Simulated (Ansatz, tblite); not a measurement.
Removing an electron: (H2In-mu-Cl)2 (In2H4Cl2). Total charge 0; singlet. Geometry: PBE0-D4/def2-SVP. Ansatz, gas phase; energy differences of separate SCF runs; the oxidised species was run as a doublet alone.

```tsv
atom	x (Å)	y (Å)	z (Å)
In1	-0.803	-1.196	-1.200
H2	-0.405	-2.803	-0.786
H3	-1.703	-0.332	-2.366
Cl4	-1.428	-0.089	1.044
In5	0.802	1.196	1.200
H6	1.706	0.341	2.369
H7	0.398	2.801	0.778
Cl8	1.432	0.082	-1.039
```

In the def2 sets In takes a core potential; there is no spin–orbit coupling. The xTB rows come from tblite. Correlated methods freeze 18 core orbitals; core or outer-core shells of In are correlated, in sets that lack core-valence functions. The rows differ in basis, and correlated rows in double-zeta sets carry the largest basis error. In CCSD on the charge 1 doublet the largest single amplitude is 0.46, so its Hartree–Fock determinant may place the open shell otherwise than the density functionals do.

Q: Estimate orbital energies and vertical ionisation energies at: GFN1-xTB; GFN2-xTB; PBE-D4/def2-TZVP; r2SCAN-D4/def2-TZVP; PBE0-D4/def2-TZVP; CCSD/def2-SVP; CCSD(T)/def2-SVP.

A: 
| level | −HOMO (eV) | vertical IE (eV) | −LUMO (eV) | HOMO–LUMO gap (eV) | remarks |
| --- | --- | --- | --- | --- | --- |
| GFN1-xTB | 11.63 | 13.77 | 5.95 | 5.68 | – |
| GFN2-xTB | 11.76 | 14.02 | 6.87 | 4.90 | – |
| PBE-D4/def2-TZVP | 7.07 | 9.49 | 1.97 | 5.10 | – |
| r2SCAN-D4/def2-TZVP | 7.41 | 9.75 | 1.63 | 5.78 | – |
| PBE0-D4/def2-TZVP | 8.33 | 10.06 | 1.26 | 7.06 | – |
| CCSD/def2-SVP | – | 10.62 | – | – | large T1 (0.061) (+1 doublet), spin-contaminated (⟨S²⟩ 0.87) (+1 doublet) |
| CCSD(T)/def2-SVP | – | 10.41 | – | – | large T1 (0.061) (+1 doublet), spin-contaminated (⟨S²⟩ 0.87) (+1 doublet) |

Run but left out: HF/def2-SVP, MP2/def2-SVP (charge +1 doublet: a determinant that CCSD turns far, T1 0.061).  Raw xTB energy differences between charge states are shifted by several eV; the methods need an empirical correction for them.
